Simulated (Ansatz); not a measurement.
Cost and result up the ladder for Si5Ge3 (8 atoms). Charge 0, multiplicity 1. Geometry: r2SCAN-D4/def2-SVP.

```xyz
8

Si    1.287    0.136   -0.397
Si   -0.218    1.911    0.231
Si   -1.305   -0.341    0.150
Si   -0.360    0.298   -2.115
Si    0.306    0.026    1.922
Ge   -2.342    1.438   -1.026
Ge    0.264   -2.236    0.030
Ge    2.369   -1.232    1.205
```

Ansatz on 4 threads of Intel Xeon 6975P-C on a shared host. Times are rough, and most runs start from the orbitals of an earlier one. PBE0-D4/def2-TZVPD serves as the yardstick here, not as an exact answer. Differences are given only for rows in sets of like size (and for xTB, whose basis is part of the method), since another set adds its own error. Binding counts from free atoms at the same level (Si triplet, Ge triplet; other spins of the atoms weren't run), without zero-point energy or a counterpoise term.

The 6-31G sets use Cartesian d functions. B3LYP takes the VWN-RPA correlation. Correlated methods freeze 52 core orbitals; core or outer-core shells of Ge are correlated, in sets that lack core-valence functions. The rows differ in basis, and correlated rows in double-zeta sets carry the largest basis error. The structure comes from a short search, and lower isomers may exist.

Correlated methods converge slowly with the basis, most of all in double-zeta sets.

```tsv
level	functions	binding energy per atom (eV)	difference from PBE0-D4/def2-TZVPD (eV)
HF/STO-3G	99	2.91	–
RPA@PBE/def2-TZVP	329	2.95	-0.52
PBE0-D4/def2-SVP	186	3.39	–
HF/6-31G	152	0.93	–
PBE0-D4/def2-TZVP	329	3.46	0.00
BHLYP-D4/def2-TZVP	329	3.05	-0.41
B2PLYP/def2-TZVPD	377	3.25	-0.21
B2PLYP/def2-TZVP	329	3.25	-0.22
CCSD(T)/def2-SVP	186	2.88	–
r2SCAN-D4/def2-TZVP (with forces)	329	3.48	0.02
B3LYP-D4/6-31G	152	2.65	–
PBE0-D4/def2-TZVPD	377	3.46	0.00
PBE-D4/def2-TZVPD	377	3.60	0.14
PBE-D4/def2-TZVP	329	3.60	0.14
```

Problem. Estimate how long each takes.

Solution. HF/STO-3G 0.7 s; HF/6-31G 1.9 s; B3LYP-D4/6-31G 2.6 s; PBE-D4/def2-TZVP 3.7 s; PBE0-D4/def2-SVP 4 s; PBE-D4/def2-TZVPD 5.5 s; r2SCAN-D4/def2-TZVP (with forces) 10 s; RPA@PBE/def2-TZVP 10 s; BHLYP-D4/def2-TZVP 12 s; PBE0-D4/def2-TZVPD 14 s; PBE0-D4/def2-TZVP 16 s; B2PLYP/def2-TZVP 17 s; B2PLYP/def2-TZVPD 21 s; CCSD(T)/def2-SVP 24 s. On shared hardware such times vary by a factor of up to 3.
